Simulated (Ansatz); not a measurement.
Stepwise reaction of `[NH2][SnH2][NH2]` with hydrogen chloride, as a gas-phase model of exchange steps in deposition or etching. ΔE in kJ/mol.

Isolated molecules relaxed with PBE0-D4/def2-TZVP in Ansatz; ΔE leaves out vibrations. CBS: MP2 limit from def2 TZ/QZ plus the TZ coupled-cluster correction, frozen cores. This one scheme is used for every species. Functionals use def2-TZVPP. B3LYP here is the variant with VWN-RPA as its local correlation; programs differ in this. Elements past krypton have def2 core potentials. For Sn outer-core shells are correlated without core-valence functions, which leaves a few kJ/mol of doubt a bond. One conformer a species, not always the lowest.

```
step                                            reaction  PBE-D4  B3LYP-D4  ωB97M-V  CCSD(T)/CBS
   1  `[NH2][SnH2][NH2]` + HCl → `[NH2][SnH2][Cl]` + NH₃  -108.2    -110.3   -109.0       -105.4
   2    `[NH2][SnH2][Cl]` + HCl → `[Cl][SnH2][Cl]` + NH₃   -85.9     -88.6    -87.5        -85.7
```

Q: By hand: ΔE of the 2 steps together at CCSD(T)/CBS.

A: (-105.4) + (-85.7) = -191.1 kJ/mol, or -95.6 kJ/mol a step.

In ΔE each step is higher than the one before. All are downhill at CCSD(T)/CBS. PBE-D4 differs from CCSD(T)/CBS by -2.8 to -0.2 kJ/mol a step. Isolated molecules leave out the surface, adducts and barriers. Largest T1 diagnostic: 0.012.
